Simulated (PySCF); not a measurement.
Run record: geometry optimisation, `N#CC1=CC=C[SiH2]1`.

Method: PBE0-D3(BJ)/def2-SVP geometry optimisation, gas phase (PySCF 2.14.0). Start geometry: GFN2-xTB. A driver script takes a list of jobs; this job's settings line and coordinates (Å) are shown.

Command:
```bash
OMP_NUM_THREADS=1 python probes_run.py task.json out
```

Input:
```
{"job": {"xc": "PBE0", "basis": "def2-SVP", "d3": "d3bj", "grid": 1, "shake": 0.01, "kind": "geom"}, "charge": 0, "multiplicity": 1}
N      3.407330     0.576630    -0.678000
C      2.266540     0.468040    -0.430270
C      0.907430     0.255280    -0.156090
C      0.152040     1.148680     0.465310
C     -1.255780     0.720070     0.656950
C     -1.576310    -0.491560     0.215830
Si    -0.052870    -1.318220    -0.563130
H      0.463330     2.125000     0.800170
H     -1.949620     1.401670     1.174070
H     -2.567670    -0.904830     0.326370
H      0.418420    -2.484160     0.176990
H     -0.173150    -1.524880    -1.997230
```

Output:
```
step   0  E = -537.04519680  max force = 0.041003
step   1  E = -537.04968986  max force = 0.015575
step   2  E = -537.05067162  max force = 0.006788
step   3  E = -537.05110821  max force = 0.006864
step   4  E = -537.05109536  max force = 0.003988
step   5  E = -537.05120667  max force = 0.001353
step   6  E = -537.05121228  max force = 0.000610
step   7  E = -537.05121524  max force = 0.000117
optimisation converged
```

Energies in Eh; «max force» is the largest Cartesian gradient component in Eh/bohr.

**Question.** At which steps does the energy rise by more than 1e-5 Eh?

**Answer.** At step 4 (+0.01 mEh).

**Question.** Give the first gradient maximum in eV/Å.

**Answer.** With 1 Eh/bohr = 51.422 eV/Å, 2.108 eV/Å.

Summary of the converged run: final energy -537.05122 Eh after 7 steps; dipole 4.70 D.

**Question.** Where do the atoms end?

**Answer.** 0.041 Å rms from the input after alignment:
```
atom  x, y, z in Å
N1     3.4255    0.7241   -0.7105
C2     2.3062    0.5423   -0.4562
C3     0.9482    0.2738   -0.1664
C4     0.1105    1.1370    0.4670
C5    -1.2706    0.6805    0.6834
C6    -1.5894   -0.5543    0.2368
Si7   -0.0536   -1.2836   -0.5480
H8     0.4287    2.1274    0.8073
H9    -1.9811    1.3424    1.1896
H10   -2.5895   -0.9761    0.3538
H11    0.4771   -2.4937    0.1437
H12   -0.1738   -1.5497   -2.0104
```

**Question.** Estimate the wall time. Hardware: one thread, Arm Neoverse N1 (aarch64), shared host with 64 logical CPUs at a one-minute load of 17. And the peak memory of the process?

**Answer.** About 74 s, with 0.49 GiB resident at the peak, the Python interpreter and its libraries included.
Labels such as C1 count atoms from 1, the log's own numbers from 0.
